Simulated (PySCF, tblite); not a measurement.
Species: C₆H₇NO₂Si.
Cartesian coordinates in Å at the GFN2-xTB level; atoms count from 1:
```
atom  x, y, z in Å
C1     2.9046   -0.0008   -1.0538
C2     2.1664    0.3511    0.2097
O3     2.6718    0.9435    1.1344
C4     0.7508   -0.0973    0.2301
C5    -0.0619    0.2194    1.2411
Si6   -1.8619   -0.2968    1.3692
C7    -2.9014    1.1880    1.8298
N8    -3.5431    2.0942    2.1106
C9    -2.5410   -0.8445   -0.3526
O10   -1.8439   -1.3251   -1.2087
H11    3.9132    0.4026   -1.0293
H12    2.9475   -1.0842   -1.1544
H13    2.3692    0.3947   -1.9150
H14    0.4106   -0.6779   -0.6153
H15    0.3677    0.8143    2.0423
H16   -2.1286   -1.3539    2.3475
H17   -3.6267   -0.7153   -0.5461
```

Computed, not measured: PBE0/pcSseg-1 in PySCF (dipole) on a GFN2-xTB geometry, gas phase.

Take the most abundant isotopes and a rigid rotor. The values belong to one conformer with, in the numbering `[CH3:1][C:2](=[O:3])/[CH:4]=[CH:5]/[Si@@H:6]([C:7]#[N:8])[CH:9]=[O:10]`, C1–C2–C4–C5 -175°, C4–C5–Si6–C7 -133°, C5–Si6–C9–O10 29°.

Question: Give the principal moments of inertia and the rotational constants in MHz.

Answer: Ia = 298.34, Ib = 861.23, Ic = 1083.07 u·Å²; 505379 MHz·u·Å²/I gives A = 1694, B = 586.8, C = 466.6 MHz.

Question: What kind of rotor is it?

Answer: An asymmetric top. Ray's parameter κ = (2B − A − C)/(A − C) = -0.804; −1 is the prolate and +1 the oblate limit.

Question: Is it planar, by Δ = Ic − Ia − Ib?

Answer: Not planar: Δ = Ic − Ia − Ib = -76.50 u·Å². For a rigid frame Δ = −2 Σ m c², so Σ m c² = 38.25 u·Å² lies off the ab plane: 7.53 from hydrogen and 30.72 from heavier atoms. The atom farthest from that plane is 2.07 Å away.

Question: Give the other two planar moments, Paa and Pbb, and the rms extents of the mass along the axes.

Answer: Paa = Σ m a² = (Ib + Ic − Ia)/2 = 822.98 and Pbb = Σ m b² = (Ia + Ic − Ib)/2 = 260.09 u·Å². With the mass M = 153.02 u, the rms extents √(P/M) along a, b and c are 2.32, 1.30, 0.50 Å.

Question: Where do the levels up to J = 5 lie, in K?

Answer: Above 0(0,0), as E/k:
J = 1: 1(0,1) 0.051, 1(1,1) 0.104, 1(1,0) 0.109
J = 2: 2(0,2) 0.151, 2(1,2) 0.199, 2(1,1) 0.216, 2(2,1) 0.376, 2(2,0) 0.376
J = 3: 3(0,3) 0.301, 3(1,3) 0.342, 3(1,2) 0.376, 3(2,2) 0.527, 3(2,1) 0.530, 3(3,1) 0.808, 3(3,0) 0.808
J = 4: 4(0,4) 0.499, 4(1,4) 0.532, 4(1,3) 0.589, 4(2,3) 0.729, 4(2,2) 0.736, 4(3,2) 1.011, 4(3,1) 1.011, 4(4,1) 1.402, 4(4,0) 1.402
J = 5: 5(0,5) 0.744, 5(1,5) 0.768, 5(1,4) 0.854, 5(2,4) 0.981, 5(2,3) 0.996, 5(3,3) 1.265, 5(3,2) 1.266, 5(4,2) 1.656, 5(4,1) 1.656, 5(5,1) 2.159, 5(5,0) 2.159

Question: Which lines would a microwave search look for?

Answer: The dipole components are |μa| = 0.66 D, |μb| = 3.18 D, |μc| = 1.40 D. The squared components, which scale the intensities, stand as 0.04 : 1.00 : 0.19 (a : b : c). Some lines, for components of 0.1 D or more:

| type | branch | J(Ka,Kc) | MHz | lower level (cm⁻¹) |
| --- | --- | --- | --- | --- |
| b | Q | 3(1,2) ← 3(0,3) | 1568 | 0.209 |
| a | R | 3(1,3) ← 2(1,2) | 2974 | 0.138 |
| a | R | 3(0,3) ← 2(0,2) | 3124 | 0.105 |
| b | Q | 3(2,1) ← 3(1,2) | 3193 | 0.262 |
| b | Q | 2(2,0) ← 2(1,1) | 3331 | 0.150 |
| b | Q | 4(2,3) ← 4(1,4) | 4118 | 0.370 |
| a | R | 4(0,4) ← 3(0,3) | 4124 | 0.209 |
| a | R | 4(2,3) ← 3(2,2) | 4206 | 0.367 |
| a | R | 4(3,1) ← 3(3,0) | 4234 | 0.561 |
| a | R | 4(1,3) ← 3(1,2) | 4434 | 0.262 |
| b | R | 2(2,1) ← 1(1,0) | 5548 | 0.076 |
| b | Q | 4(3,1) ← 4(2,2) | 5734 | 0.511 |
| b | Q | 3(3,0) ← 3(2,1) | 5796 | 0.368 |
| b | R | 4(2,3) ← 3(1,2) | 7354 | 0.262 |
| c | R | 4(2,2) ← 3(1,2) | 7489 | 0.262 |
| b | Q | 4(4,0) ← 4(3,1) | 8152 | 0.703 |
| b | Q | 4(4,1) ← 4(3,2) | 8155 | 0.703 |
| b | R | 4(3,1) ← 3(2,2) | 10076 | 0.367 |

Question: Estimate the classical rotational partition function at 10 K, 100 K and 298.15 K.

Answer: Point group C1, symmetry number σ = 1; q = (√π/σ)·√((kT/h)³/(ABC)), k/h = 20836.6 MHz/K: 7830 at 10 K, 248000 at 100 K, 1270000 at 298.15 K.

Its GFN2-xTB frequencies are all real (lowest 20 cm⁻¹). These are rigid-rotor constants of the computed structure; measured ground-state constants (B0) also hold zero-point vibration. A rigid rotor knows nothing of internal rotation, which can split or shift real lines. Quadrupole hyperfine structure (14N) is left out.
